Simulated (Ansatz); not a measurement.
`[F][Ge]([F])([Cl])[I]` + `F[SiH](Cl)[O][GeH3]` → `[F][Ge]([F])([F])[I]` + `Cl[SiH](Cl)[O][GeH3]` at 298.15 K and 1 bar (redistribution).

Computed with Ansatz on PBE0-D4/def2-TZVP structures; ΔE is electronic, products minus reactants. CBS: MP2 limit from def2 TZ/QZ plus the TZ coupled-cluster correction, frozen cores. Elements past krypton have def2 core potentials. For Ge, I outer-core shells are correlated without core-valence functions, which leaves a few kJ/mol of doubt a bond. Scalar relativity is left out up to krypton. One conformer a species, not always the lowest.

```csv
species,CCSD(T)/CBS energy (Eh),H − E (kJ/mol),S (J/(mol·K))
`[F][Ge]([F])([Cl])[I]`,-3033.07079,38.7,367.7
`F[SiH](Cl)[O][GeH3]`,-3002.53092,133.7,390.4
`[F][Ge]([F])([F])[I]`,-2673.08048,40.4,347.0
`Cl[SiH](Cl)[O][GeH3]`,-3362.49847,131.2,404.5
```

H − E and S are ideal-gas, rigid-rotor, harmonic terms from PBE0-D4/def2-TZVP, for one conformer and one mirror image of each species. 1 Eh = 2625.50 kJ/mol, R = 8.31446 J/(mol·K).

Q: By hand: ΔE, ΔH, ΔS and ΔG.

A: ΔE = (-2673.08048) + (-3362.49847) − (-3033.07079) − (-3002.53092) = 0.02276 Eh = 59.8 kJ/mol. Δ(H − E) = 40.4 + 131.2 − 38.7 − 133.7 = -0.8, so ΔH = 59.0 kJ/mol. ΔS = 347.0 + 404.5 − 367.7 − 390.4 = -6.6 J/(mol·K). ΔG = 59.0 − 298.15 × (-6.6)/1000 = 61.0 kJ/mol.

Q: By hand: the equilibrium constant, and the temperature at which ΔG would vanish if ΔH and ΔS stayed fixed.

A: log₁₀ K = −ΔG/(RT ln 10) = -10.7. ΔH and −TΔS have one sign here, so there is no such temperature.

The number of gas molecules stays the same, so ΔS is small and ΔH decides. A doubt of 5 kJ/mol in ΔE shifts log₁₀ K by 0.9 here. Other conformers and mirror images would add mixing entropy, several J/(mol·K) or more a flexible species. Modes under 60 cm⁻¹, often nearly free rotors, make the harmonic entropy too high. These are equilibria of isolated gas molecules and say nothing of rates. Largest T1 diagnostic: 0.011 (customary marks: 0.02 for closed shells, 0.045 for open ones).

ΔS is within the doubt of such terms, so its sign, and with it that verdict, could turn.
